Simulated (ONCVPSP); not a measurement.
## Pseudopotential generation for La: ONCV, PBE, non-relativistic.

La (Z = 57), optimised norm-conserving Vanderbilt (ONCV), made with ONCVPSP 4.0.1 (PBE, non-relativistic). Core [Kr] 4d10, reference 5s2 5p6 5d1 6s1.5 (charge +0.5). Waves: 5s+6s: rc 2.60 bohr, ncon 4, nbas 8, qcut 4.7 1/bohr, 2 projectors; 5p: rc 2.55 bohr, ncon 4, nbas 7, qcut 5.9 1/bohr, 2 projectors, debl 2.1 Ha; 5d: rc 3.80 bohr, ncon 4, nbas 8, qcut 3.6 1/bohr, 2 projectors, debl 1.2 Ha; f scattering state at 0.18 Ha: rc 2.55 bohr, ncon 4, nbas 8, qcut 3.8 1/bohr, local. Local part: the f channel. Core correction: Teter function, fcfact 2.5, rcfact 1.25.

All-electron outer shells of the reference configuration (PBE, non-relativistic, ld1.x):

| shell | level (eV) | outermost node (bohr) | outermost maximum (bohr) |
| --- | --- | --- | --- |
| 5s | -38.66 | 0.81 | 1.47 |
| 5p | -25.06 | 0.84 | 1.60 |
| 5d | -6.30 | 0.94 | 2.13 |
| 6s | -5.66 | 1.94 | 3.88 |

Question: Is a potential produced?

Answer: No. ONCVPSP 4.0.1 stopped with "ERROR pspot: first pseudo wave function has node, program will stop": the optimised pseudo-wave of the first projector has a node, so the radial equation cannot be inverted for a potential. It happened in the f channel.
